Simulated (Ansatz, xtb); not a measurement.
## Ranking isomers of ClHInNSi

3 gas-phase structures of ClHInNSi, found in a search over its isomers (lower ones may exist). Each was relaxed with GFN2-xTB:

A. a singlet given by its coordinates
B. a singlet given by its coordinates
C. `Cl[SiH]=[N][In]`, a singlet

B (Å):

```yaml
atoms:
  - { symbol: Cl, position_ang: [1.4261, -0.3311, 0.8586] }
  - { symbol: In, position_ang: [-0.1496, -2.0296, -0.3996] }
  - { symbol: N, position_ang: [-1.4273, -0.1160, -0.1725] }
  - { symbol: Si, position_ang: [-0.5170, 1.0711, 0.5349] }
  - { symbol: H, position_ang: [-2.3704, 0.1128, -0.4549] }
```

Close contacts (Å): Cl1–In2 2.64, Cl1–Si4 2.42, In2–N3 2.31, N3–Si4 1.65, N3–H5 1.01.

A (Å):

```xyz
5

Cl   -2.7298   -2.3655    1.1238
In    1.3208    0.3292    1.7975
N    -0.2802   -0.6237    0.6457
Si   -1.0695   -1.3383    1.9452
H    -0.6582   -0.7613   -0.2860
```

Close contacts (Å): Cl1–Si4 2.12, In2–N3 2.19, In2–Si4 2.92, N3–Si4 1.68, N3–H5 1.01.

Question: Which do you expect lowest at r2SCAN-D4/def2-SVP, and how would the others follow?

Answer: Calculated order at r2SCAN-D4/def2-SVP: B (0.0), A (5.8), C (21.9) kcal/mol.

Energies above the lowest of each column, in kcal/mol:

```json
{"structure": "B", "GFN2-xTB": "0.0", "HF/STO-3G": "0.0", "r2SCAN-D4/def2-SVP": "0.0"}
{"structure": "A", "GFN2-xTB": "13.6", "HF/STO-3G": "12.0", "r2SCAN-D4/def2-SVP": "5.8"}
{"structure": "C", "GFN2-xTB": "16.1", "HF/STO-3G": "56.7", "r2SCAN-D4/def2-SVP": "21.9"}
```

Every level run on B puts it lowest or level with the lowest. Some further structures that were screened fall inside this span and aren't listed. No reliable frequencies are at hand for these structures. Atoms past krypton carry core potentials in the def2 sets, without spin–orbit terms.

Programs: Ansatz 0.2.0, xtb 6.7.1.
